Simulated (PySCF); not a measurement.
# How methods differ on the fine-structure interval of I²²⁺

I²²⁺ [Ar] 3d10 4s2 4p1 [4p1/2^1, M_J = 1/2] → I²²⁺ [Ar] 3d10 4s2 4p1 [4p3/2^1, M_J = 3/2], as a difference of total energies. Calculation: PySCF 2.14, in an uncontracted even-tempered set (17 s from 1.5 bohr⁻², ratio 2.8; 13 p from 2 bohr⁻², ratio 2.8; 8 d from 3.5 bohr⁻², ratio 2.8; 4 f from 9.6 bohr⁻², ratio 3); the two-component X2C-1e Hamiltonian. Correlated levels: [Ne] frozen; the 74 highest virtual spinors dropped. "Screened" scales the spin-orbit matrix elements by Boettger's factors to mimic the two-electron term; Breit and QED terms are absent.

```json
{"method": "GHF (screened spin-orbit)", "fine-structure interval (cm⁻¹)": "130990"}
{"method": "GMP2 (screened spin-orbit)", "fine-structure interval (cm⁻¹)": "129450"}
{"method": "GHF (bare spin-orbit)", "fine-structure interval (cm⁻¹)": "136340"}
```
